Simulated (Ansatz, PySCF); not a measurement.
This Ansatz (a program for electronic structure) input computes a B3LYP/def2-TZVPD energy:

Ansatz 0.2 input:
```yaml
crystal:
  periodic: [false, false, false]
  atoms:
    - {symbol: Rb, position_ang: [-0.00000000, -0.00000000, -0.67636361]}
    - {symbol: F, position_ang: [0.00000000, 0.00000000, 2.78060594]}
basis:
  gaussian:
    orbitals: def2-TZVPD
hamiltonian:
  xc: {name: B3LYP}
total_charge: 1
magnetization: {spin_polarized: true, initial_magnetization: 1}
output: {forces: true}
```

Q: Write an input for the same energy in PySCF and say what it gives.

A: 
```python
from pyscf import gto, scf, dft

mol = gto.M(
    atom='''
    Rb   -0.00000000   -0.00000000   -0.67636361
    F     0.00000000    0.00000000    2.78060594
    ''',
    basis='def2-tzvpd',
    ecp='def2-tzvp',
    charge=1,
    spin=1,
    symmetry='C2v',
    verbose=4,
)

mf = dft.UKS(mol, xc='b3lyp').density_fit(auxbasis='def2-universal-jkfit')
mf.grids.level = 3
mf.conv_tol = 1e-9
mf.max_cycle = 100
mf.max_memory = 1500
mf.kernel()
if not mf.converged:
    mf = mf.newton()
    mf.kernel(mf.make_rdm1())
mf.analyze()
```
It gives -123.71297 Eh, and Ansatz -123.71296 Eh, a difference of 0.01 mEh.
